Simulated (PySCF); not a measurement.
## Structure from 2D NMR

Compound of formula C₄H₈F₂Si. Correlations simulated from computed shifts and the bond graph:

HSQC (one-bond C–H):
```
  δH     δC
6.30  141.3
6.02  141.3
5.90  125.9
2.85   51.3
```

COSY cross peaks (H two or three bonds apart, from the bond graph; peaks can be absent where the dihedral angle is near 90°):
```
  δH    δH
6.30  6.02
5.90  2.85
```

HMBC (two and three bonds, from the bond graph):
```
  δH                   δC
6.30          146.7, 51.3
6.02          146.7, 51.3
5.90          146.7, 51.3
4.22   146.7, 141.3, 51.3
2.85  146.7, 141.3, 125.9
```

Carbons without hydrogens: δ 146.7.

Theoretical values (PySCF 2.14): shieldings: GIAO PBE0/pcSseg-1, GFN2-xTB structure. Averaged over atoms made equivalent by symmetry, fast rotation or ring inversion, one computed conformer, no solvent, no relativistic terms.

δ = σ(ref) − σ, references computed at the same level: TMS for 1H (31.72 ppm) and 13C (186.93 ppm).

Exchangeable hydrogens are left out of these lists.

Task: Work out the connectivity.

Result: SMILES C=C([SiH3])CC(F)F.

Numbering as in the mapped SMILES `[CH2:1]=[C:2]([SiH3:3])[CH2:4][CH:5]([F:6])[F:7]`. Each H is labelled by its parent atom. Ha(C1) is cis to Si3; Hb(C1) is trans to Si3.

1. δC 146.7 is C2, a fully substituted alkene carbon.
2. δC 141.3 is C1, a terminal =CH2 carbon (δH 6.30, 6.02).
3. δC 125.9 is C5, an sp3 CH bonded to 2 F (δH 5.90).
4. δC 51.3 is C4, an allylic sp3 CH2 (δH 2.85).
5. HMBC from δH 6.30 reaches the proton-free carbon C2.
6. HMBC from δH 6.02 reaches the proton-free carbon C2.
7. HMBC from δH 5.90 reaches the proton-free carbon C2.
8. HMBC from δH 4.22 reaches the proton-free carbon C2.
9. COSY links 6.30–6.02, 5.90–2.85.

The data come from this structure; uniqueness wasn't tested.

Shifts are as computed. Against solution values, carbons near 30 ppm lie about +3 ppm off and those near 130 ppm about +5 ppm. Of 1211 compounds with measured shifts, 218 miss one by over three times the rms of a fit or turn the order of signals round; such compounds aren't used in these exercises.
